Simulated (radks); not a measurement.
Values are calculated unless marked as measured or tabulated.
Species: the molybdenum ion Mo+. Configuration: [Kr] 4d5. Level of theory: scalar-relativistic Kohn-Sham, PBE, spin-polarised, spherical densities, finite nucleus; open shells are filled with parallel spins first (spin-orbit coupling, left out, can overturn this in heavy ions); Fermi nuclear charge, rms radius 4.4091 fm (a radial shooting solver on a logarithmic mesh with Libxc functionals).

Normalised radial functions P(r) = r R(r), r in bohr:

| r | 4s up | 4d up |
|---|---|---|
| 0.001815 | 0.0580 | 0.0000 |
| 0.002383 | 0.0733 | 0.0000 |
| 0.003128 | 0.0918 | 0.0000 |
| 0.004138 | 0.1145 | 0.0000 |
| 0.005432 | 0.1397 | 0.0001 |
| 0.00713 | 0.1671 | 0.0002 |
| 0.009433 | 0.1950 | 0.0004 |
| 0.01238 | 0.2175 | 0.0008 |
| 0.01638 | 0.2286 | 0.0017 |
| 0.0215 | 0.2175 | 0.0036 |
| 0.02823 | 0.1731 | 0.0073 |
| 0.03735 | 0.0821 | 0.0149 |
| 0.04902 | -0.0513 | 0.0288 |
| 0.06486 | -0.2143 | 0.0542 |
| 0.08514 | -0.3461 | 0.0948 |
| 0.1117 | -0.3736 | 0.1547 |
| 0.1479 | -0.2189 | 0.2333 |
| 0.1941 | 0.1043 | 0.3094 |
| 0.2547 | 0.4558 | 0.3512 |
| 0.3371 | 0.5878 | 0.3112 |
| 0.4424 | 0.3073 | 0.1582 |
| 0.5854 | -0.3150 | -0.1075 |
| 0.7684 | -0.8925 | -0.4077 |
| 1.009 | -1.1006 | -0.6545 |
| 1.334 | -0.8717 | -0.7645 |
| 1.752 | -0.4770 | -0.7152 |
| 2.299 | -0.1777 | -0.5597 |
| 3.042 | -0.0403 | -0.3598 |
| 3.993 | -0.0055 | -0.1898 |
| 5.283 | -0.0003 | -0.0750 |
| 6.934 | 0.0000 | -0.0210 |

4s up: eigenvalue -71.821 eV, 3 radial nodes at r = 0.0446, 0.180, 0.513 bohr, <r> = 1.11 bohr, 90 % of the charge inside 1.62 bohr. 4d up: eigenvalue -11.424 eV, 1 radial node at r = 0.528 bohr, <r> = 1.87 bohr, 90 % of the charge inside 3.00 bohr.
